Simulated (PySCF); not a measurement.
## Assignment exercise: C₄H₆O₂Si

Structure with atom numbers: `[CH3:1][Si@H:2]1[CH:3]=[CH:4][C:5](=[O:6])[O:7]1`; H(Xn) means a hydrogen on atom n.

PySCF 2.14 calculation with GFN2-xTB geometry and σ from GIAO-PBE0/pcSseg-1; no solvent, non-relativistic Hamiltonian, one computed conformer, one averaged value for each set of equivalent atoms.

Chemical shifts δ = σref − σ; 13C, 1H against TMS, all at this level.

Q: Assign these signals to the numbered atoms. 13C{1H} NMR (computed): δ 172.4, 157.0, 150.2, -1.1.

A: 
172.4 → C5, carbonyl carbon
157.0 → C3, β carbon of a C=C–C=O unit: conjugation with the carbonyl draws π density from the β position
150.2 → C4, α carbon of a C=C–C=O unit: the olefinic region
-1.1 → C1, methyl carbon bonded to Si: an electropositive neighbour leaves it electron-rich and shielded

Q: Assign these signals to the numbered atoms. 1H NMR (500 MHz, computed): δ 7.43 (m, 1H), 7.02 (d, 1H), 5.36 (m, 1H), 0.50 (d, 3H).

A: 
7.43 → H(C3), hydrogen on a β carbon of a C=C–C=O unit: attached to an sp2 carbon and in the plane of the double bond
7.02 → H(C4), hydrogen on an α carbon of a C=C–C=O unit: attached to an sp2 carbon and in the plane of the double bond
5.36 → H(Si2), hydrogen on a silicon bonded to 2 C, O, in a 5-membered ring
0.50 → H(C1), hydrogen on a methyl carbon bonded to Si: an electropositive neighbour shields it, as in TMS itself

Shifts are as computed. Against solution values, carbons near 30 ppm lie about +3 ppm off and those near 130 ppm about +5 ppm. Of 1211 compounds with measured shifts, 218 miss one by over three times the rms of a fit or turn the order of signals round; such compounds aren't used in these exercises. Multiplicities follow the n + 1 count of equivalent neighbours, as no J values were calculated; m marks all less simple cases, F and P coupling included.
